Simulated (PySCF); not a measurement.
C2H7NSi2, SMILES C(#N)C[SiH2][SiH3]. Atoms are numbered in the order given.

```xyz
12

N      2.2762    -1.3128     0.8183
C      1.7177    -0.2981     0.8775
C      0.9673     0.9466     0.8976
Si    -0.2934     1.0490    -0.5529
Si    -1.6766    -0.8516    -0.5397
H      1.6588     1.8034     0.8402
H      0.4188     1.0308     1.8505
H     -1.0813     2.3010    -0.3532
H      0.4684     1.1550    -1.8299
H     -2.2878    -0.9983     0.8146
H     -2.7638    -0.6891    -1.5487
H     -0.8771    -2.0672    -0.8574
```

Geometry optimised at B3LYP-D3(BJ)/def2-SVP. The structure was generated by enumeration, and PubChem lists no compound with its InChIKey, so it may never have been made. One conformer was computed; it need not be the lowest.

Calculation: TDA-PBE/def2-SVPD run with PySCF.

Vertical excitations. Gas-phase values at a fixed geometry.

### Question
Estimate the UV-visible absorptions. (An estimate is asked for; the answer gives what the named calculation found.)

### Answer

```
state  energy (eV)  λ (nm)      f                                                                   main pairs
-----  -----------  ------  -----  ---------------------------------------------------------------------------
S1            6.54     190  0.025                                             HOMO→LUMO 78 %, HOMO−1→LUMO 15 %
S2            6.66     186  0.014                                             HOMO−1→LUMO 79 %, HOMO→LUMO 12 %
S3            6.77     183  0.015                                                             HOMO→LUMO+1 78 %
S4            6.81     182  0.001                                                             HOMO→LUMO+2 86 %
S5            6.95     179  0.009                                         HOMO−1→LUMO+1 51 %, HOMO→LUMO+3 28 %
S6            6.99     177  0.003                                                             HOMO−2→LUMO 93 %
S7            7.13     174  0.012  HOMO→LUMO+3 30 %, HOMO−1→LUMO+3 24 %, HOMO−1→LUMO+2 23 %, HOMO−2→LUMO+1 7 %
S8            7.21     172  0.025                   HOMO−1→LUMO+2 41 %, HOMO−2→LUMO+1 19 %, HOMO−1→LUMO+1 13 %
S9            7.24     171  0.001                                                             HOMO−3→LUMO 87 %
S10           7.29     170  0.043    HOMO−1→LUMO+3 29 %, HOMO→LUMO+4 26 %, HOMO−1→LUMO+2 12 %, HOMO−4→LUMO 8 %
T1            5.86     211      0                                                               HOMO→LUMO 95 %
T2            6.08     204      0                      HOMO→LUMO+1 49 %, HOMO−1→LUMO+1 10 %, HOMO−1→LUMO+2 9 %
T3            6.19     200      0       HOMO→LUMO+1 37 %, HOMO−1→LUMO+1 25 %, HOMO→LUMO+3 8 %, HOMO−1→LUMO 8 %
T4            6.39     194      0                                                             HOMO−1→LUMO 77 %
```
Triplets are in the Tamm–Dancoff approximation.
